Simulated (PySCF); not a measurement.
Start geometry of `[CH+]=[C]B(Cl)Cl` [radical] from GFN2-xTB (Å):
```
atom  x, y, z in Å
C1     1.6070   -0.1867    0.1539
C2     0.4104   -0.0702    0.0394
B3    -1.0997    0.0814   -0.1084
Cl4   -1.3530    1.7516   -0.4545
Cl5   -2.1984   -1.1693    0.0510
H6     2.6398   -0.4029    0.2755
```

Question: What comes out of this run: PySCF, PBE0-D3(BJ)/def2-SVP geometry optimisation, gas phase?

Answer: 
```
atom  x, y, z in Å
C1     1.6216   -0.1730    0.1658
C2     0.3771   -0.1891    0.0629
B3    -1.1293   -0.0254   -0.0983
Cl4   -1.1674    1.7054   -0.4246
Cl5   -2.4002   -1.1227   -0.0101
H6     2.7044   -0.1911    0.2611
```

The energy falls by 0.142 eV over 8 energy and gradient evaluations, the largest force component goes from 0.0774 to 2.3e-04 Eh/bohr, and the atoms move by 0.163 Å rms after alignment. The bond that changes most is C1=C2 (ends: carbon bonded to C and H; carbon bonded to B and C), which lengthens by 0.041 Å. Bonds longer at the end by more than 0.005 Å: 4 of 5; shorter: 0. Among the angles that change most is C2–B3–Cl5, from 124.5° to 132.2°. Rotational constants go from 3433, 2728, 1520 to 3918, 2417, 1495 MHz. The orientation of the end geometry is arbitrary; only internal coordinates are fixed.

The run used 83 basis functions and 88 SCF cycles in all. Time: 30 s. Hardware: one thread, Arm Neoverse V1 (shared host).

PBE0-D3(BJ)/def2-SVP frequencies: not computed here. ⟨S²⟩ = 0.758 (exact for a doublet: 0.75).
